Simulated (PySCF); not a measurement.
Si(OH)(OMe)2(SiH3), SMILES CO[Si](O)([SiH3])OC, singlet, GFN2-xTB optimised geometry.

```
17

C      0.09     0.50    -4.31
O      0.14     1.00    -3.00
Si    -0.57     0.44    -1.66
O     -2.21     0.54    -1.68
Si     0.40     1.67     0.00
O     -0.28    -1.16    -1.61
C     -0.77    -2.08    -0.68
H      0.38    -0.56    -4.32
H     -0.92     0.59    -4.72
H      0.79     1.08    -4.91
H     -2.65     1.38    -1.80
H      0.01     1.17     1.33
H      1.86     1.67     0.00
H     -0.02     3.08     0.00
H     -1.86    -2.04    -0.64
H     -0.37    -1.87     0.32
H     -0.45    -3.08    -0.99
```

Density from CAM-B3LYP/def2-SVP in PySCF at that geometry.

Minimum of the electron density along straight lines between bonded atoms, close to the bond critical point (lines longer than 1.1 times the sum of covalent radii, or with two minima, are not listed):

```csv
bond,length / Å,ρ at the minimum / e bohr⁻³,∇²ρ there / e bohr⁻⁵,position (fraction from the first atom)
C1–O2,1.402,0.253,-0.30,0.34
O2–Si3,1.623,0.131,1.09,0.59
Si3–O4,1.644,0.125,…,0.41
Si3–O6,1.625,0.130,1.08,0.41
O6–C7,1.397,0.256,-0.29,0.66
C1–H8,1.090,0.284,-1.11,0.64
C1–H9,1.093,0.282,-1.08,0.64
C1–H10,1.091,0.284,-1.10,0.64
O4–H11,0.953,…,…,0.82
Si5–H12,1.473,0.114,0.33,0.49
Si5–H13,1.466,0.116,0.33,0.49
Si5–H14,1.470,0.114,0.32,0.49
C7–H15,1.091,0.284,-1.10,0.64
C7–H16,1.093,0.281,-1.07,0.64
C7–H17,1.091,0.284,-1.10,0.64
```

Task: Some entries are withheld; supply them.

Result: 
- Si3–O4, ∇²ρ there / e bohr⁻⁵: 1.01
- O4–H11, ρ at the minimum / e bohr⁻³: 0.354
- O4–H11, ∇²ρ there / e bohr⁻⁵: -2.46
